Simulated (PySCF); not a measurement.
C$_{2}$H$_{6}$N (SMILES C[CH]N), doublet, at a GFN2-xTB geometry. Base run: PBE0/def2-SV(P) (PySCF).

The PySCF input:
```python
from pyscf import gto, scf, dft

mol = gto.M(
    atom='''
C     1.23129600   -0.25669769   -0.09655273
C    -0.05799116    0.17393746    0.49940779
N    -1.20100732    0.14966202   -0.31016964
H     1.64723200    0.48863493   -0.78864494
H     1.96813276   -0.42204686    0.68733552
H     1.10338449   -1.18365188   -0.65721155
H    -0.05524989    0.94758192    1.24931036
H    -2.06668125    0.26362547    0.19896649
H    -1.22959588   -0.64521633   -0.93569883
''',
    basis='def2-sv(p)',
    spin=1,
    verbose=4,
)

mf = dft.UKS(mol)
mf.xc = 'pbe0'
mf.kernel()
```

The base run was repeated with changes; each row names its change, and settings that it needs were set with it.

| change | basis functions | E (Eh) | HOMO (eV) | dipole (D) |
|---|---|---|---|---|
| base | 54 | -134.23722 | -3.95 | 1.06 |
| basis = x2c-TZVPall; relativity = none | 129 | -134.40620 | -4.15 | 0.92 |
| basis = x2c-TZVPall; relativity = spin-free X2C; nucleus = Gaussian (with nucmod='G') | 129 | -134.46765 | -4.15 | 0.92 |
| basis = x2c-TZVPall; relativity = spin-free X2C | 129 | -134.46766 | -4.15 | 0.92 |
| basis = cc-pVDZ-DK; relativity = none | 72 | -134.35822 | -3.86 | 1.02 |
| basis = cc-pVDZ-DK; relativity = spin-free X2C | 72 | -134.41999 | -3.86 | 1.02 |
| basis = cc-pVTZ-DK; relativity = spin-free X2C | 174 | -134.46509 | -4.09 | 0.93 |
| basis = cc-pVDZ-DK; relativity = spin-free X2C; nucleus = Gaussian (with nucmod='G') | 72 | -134.41998 | -3.86 | 1.02 |
| basis = cc-pVTZ-DK; relativity = none | 174 | -134.40349 | -4.09 | 0.93 |
| basis = cc-pVTZ-DK; relativity = spin-free X2C; nucleus = Gaussian (with nucmod='G') | 174 | -134.46507 | -4.09 | 0.93 |

Absolute energies of different levels of theory aren't comparable as measures of quality.

Open shells are given as the SCF converged; they aren't shown to be the lowest states, and a large step between rows can be another state.

Basis sets contracted for a relativistic Hamiltonian are a mismatch without it, so the rows without relativity aren't non-relativistic limits. No row has spin-orbit coupling; sets with core potentials leave out the core electrons.
